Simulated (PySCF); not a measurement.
A structure optimised at PBE-D3(BJ)/def2-SVP, used in a PySCF frequency run:

```
Ti
O 1 1.6168
O 1 1.8295 2 115.71
H 3 0.9734 1 125.61 2 -1.97
O 1 1.8295 2 115.71 3 147.10
H 5 0.9734 1 125.61 2 1.97
```

**Question.** Write its SMILES, formula and point group.

**Answer.** [O]=[Ti]([OH])[OH], H₂O₃Ti, Cs

**Question.** What are its rotational constants (standard atomic weights)?

**Answer.** 7.4991, 5.3587, 3.2318 GHz
